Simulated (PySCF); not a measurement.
C$_{3}$H$_{9}$Bi (SMILES [CH3][Bi]([CH3])[CH3]), singlet, geometry from GFN2-xTB (such geometries of metal compounds can be far from the true shape) (core potentials on Bi); TPSS/def2-SV(P) (PySCF).

Input for PySCF:
```python
from pyscf import gto, scf, dft

mol = gto.Mole()
mol.atom = '''
    Bi   -0.002659   -0.004640    0.327743
    C    -1.054870   -1.539191   -0.968824
    H    -0.644258   -2.523836   -0.787761
    H    -0.909467   -1.279089   -2.007316
    H    -2.114519   -1.549539   -0.749581
    C    -0.805824    1.709749   -0.920807
    H    -0.653336    1.483239   -1.966131
    H    -0.285046    2.626103   -0.675622
    H    -1.863857    1.841177   -0.735861
    C     1.883531   -0.130710   -0.925042
    H     1.611031   -0.120001   -1.970456
    H     2.416855   -1.046397   -0.705692
    H     2.526288    0.714369   -0.716193
'''
mol.basis = 'def2-sv(p)'
mol.ecp = {'Bi': 'def2-sv(p)'}
mol.charge = 0
mol.spin = 0
mol.verbose = 4
mol.build()

mf = dft.RKS(mol)
mf.xc = 'tpss'
mf.grids.level = 4
mf.kernel()
```

**Question.** What does PySCF print? Leave out banner, timings and long lists.

**Answer.** 
```
PySCF version 2.14.0

[INPUT] verbose = 4
[INPUT] num. atoms = 13
[INPUT] num. electrons = 50
[INPUT] charge = 0
[INPUT] spin (= nelec alpha-beta = 2S) = 0
[INPUT] symmetry False subgroup None
[INPUT] Mole.unit = angstrom
[INPUT] Symbol           X                Y                Z      unit          X                Y                Z       unit  Magmom
[INPUT]  1 Bi    -0.002659000000  -0.004640000000   0.327743000000 AA   -0.005024781765  -0.008768329218   0.619344509243 Bohr   0.0
[INPUT]  2 C     -1.054870000000  -1.539191000000  -0.968824000000 AA   -1.993415397020  -2.908649443395  -1.830812022906 Bohr   0.0
[INPUT]  3 H     -0.644258000000  -2.523836000000  -0.787761000000 AA   -1.217471173560  -4.769358823318  -1.488652541613 Bohr   0.0
[INPUT]  4 H     -0.909467000000  -1.279089000000  -2.007316000000 AA   -1.718643549330  -2.417127898944  -3.793277485457 Bohr   0.0
[INPUT]  5 H     -2.114519000000  -1.549539000000  -0.749581000000 AA   -3.995861795189  -2.928204329332  -1.416502798178 Bohr   0.0
[INPUT]  6 C     -0.805824000000   1.709749000000  -0.920807000000 AA   -1.522786664602   3.230957351749  -1.740073043582 Bohr   0.0
[INPUT]  7 H     -0.653336000000   1.483239000000  -1.966131000000 AA   -1.234626107319   2.802915487274  -3.715449115017 Bohr   0.0
[INPUT]  8 H     -0.285046000000   2.626103000000  -0.675622000000 AA   -0.538658872903   4.962615444899  -1.276740543731 Bohr   0.0
[INPUT]  9 H     -1.863857000000   1.841177000000  -0.735861000000 AA   -3.522179265353   3.479320276848  -1.390575755749 Bohr   0.0
[INPUT] 10 C      1.883531000000  -0.130710000000  -0.925042000000 AA    3.559357737128  -0.247006101742  -1.748076033720 Bohr   0.0
[INPUT] 11 H      1.611031000000  -0.120001000000  -1.970456000000 AA    3.044407368184  -0.226769024674  -3.723622180506 Bohr   0.0
[INPUT] 12 H      2.416855000000  -1.046397000000  -0.705692000000 AA    4.567194032786  -1.977403747567  -1.333564608297 Bohr   0.0
[INPUT] 13 H      2.526288000000   0.714369000000  -0.716193000000 AA    4.773992431775   1.349961761879  -1.353408622331 Bohr   0.0

nuclear repulsion = 201.663794326231
number of shells = 46
number of NR pGTOs = 169
number of NR cGTOs = 86
basis = def2-sv(p)
ecp = {'Bi': 'def2-sv(p)'}

******** <class 'pyscf.dft.rks.RKS'> ********
method = RKS
initial guess = minao
damping factor = 0
level_shift factor = 0
DIIS = <class 'pyscf.scf.diis.CDIIS'>
diis_start_cycle = 1
diis_space = 8
diis_damp = 0
SCF conv_tol = 1e-09
SCF conv_tol_grad = None
SCF max_cycles = 50
direct_scf = True
direct_scf_tol = 1e-13
XC library pyscf.dft.libxc version 7.1.2
    S. Lehtola, C. Steigemann, M. J. T. Oliveira, and M. A. L. Marques,  SoftwareX 7, 1–5 (2018)
XC functionals = tpss
    J. Tao, J. P. Perdew, V. N. Staroverov, and G. E. Scuseria,  Phys. Rev. Lett. 91, 146401 (2003)
    J. P. Perdew, J. Tao, V. N. Staroverov, and G. E. Scuseria,  J. Chem. Phys. 120, 6898 (2004)
    J. Tao, J. P. Perdew, V. N. Staroverov, and G. E. Scuseria,  Phys. Rev. Lett. 91, 146401 (2003)
    J. P. Perdew, J. Tao, V. N. Staroverov, and G. E. Scuseria,  J. Chem. Phys. 120, 6898 (2004)
radial grids:
    Treutler-Ahlrichs [JCP 102, 346 (1995); DOI:10.1063/1.469408] (M4) radial grids

becke partition: Becke, JCP 88, 2547 (1988); DOI:10.1063/1.454033
pruning grids: <function nwchem_prune>
grids dens level: 4
symmetrized grids: False
atomic radii adjust function: <function treutler_atomic_radii_adjust>
small_rho_cutoff = 0
Set gradient conv threshold to 3.16228e-05
Initial guess from minao.
tot grids = 261112
init E= -307.495257168466
  HOMO = -0.747751631016848  LUMO = -0.57320928957629  gap/eV = 4.74954
cycle= 1 E= -332.407163100945  delta_E= -24.9  |g|= 2.47  |ddm|= 13.9
  HOMO = 0.0420109340242726  LUMO = 0.0889636095749992  gap/eV = 1.27765
cycle= 2 E= -329.829090392701  delta_E= 2.58  |g|=  3.9  |ddm|= 20.7
  HOMO = -0.187063633418157  LUMO = 0.00721375505378578  gap/eV = 5.28656
cycle= 3 E= -334.174255326038  delta_E= -4.35  |g|= 0.286  |ddm|= 19.1
  HOMO = -0.211901663129446  LUMO = -0.00775930968278261  gap/eV = 5.55500
cycle= 4 E= -334.15344674671  delta_E= 0.0208  |g|= 0.377  |ddm|= 0.943
  HOMO = -0.20408849970374  LUMO = -0.00256457343815768  gap/eV = 5.48375
cycle= 5 E= -334.19947622301  delta_E= -0.046  |g|= 0.0621  |ddm|= 0.535
  HOMO = -0.206969535817334  LUMO = -0.00543043031792865  gap/eV = 5.48416
cycle= 6 E= -334.200615006502  delta_E= -0.00114  |g|= 0.00483  |ddm|= 0.0861
  HOMO = -0.206385573337988  LUMO = -0.00486045784868763  gap/eV = 5.48378
cycle= 7 E= -334.200621588012  delta_E= -6.58e-06  |g|= 0.00069  |ddm|= 0.0079
  HOMO = -0.206490927094698  LUMO = -0.00495269692449134  gap/eV = 5.48413
cycle= 8 E= -334.200621766425  delta_E= -1.78e-07  |g|= 5.4e-05  |ddm|= 0.00129
  HOMO = -0.206491576216306  LUMO = -0.00495113589227788  gap/eV = 5.48419
cycle= 9 E= -334.200621766904  delta_E= -4.79e-10  |g|= 3.28e-05  |ddm|= 0.000118
  HOMO = -0.206492051254608  LUMO = -0.00495146403467218  gap/eV = 5.48420
cycle= 10 E= -334.200621767128  delta_E= -2.24e-10  |g|= 1.92e-05  |ddm|= 5.93e-05
  HOMO = -0.206492214700349  LUMO = -0.0049521606199627  gap/eV = 5.48418
Extra cycle  E= -334.200621766769  delta_E= 3.59e-10  |g|= 3.89e-05  |ddm|= 6.89e-05
converged SCF energy = -334.200621766769
```
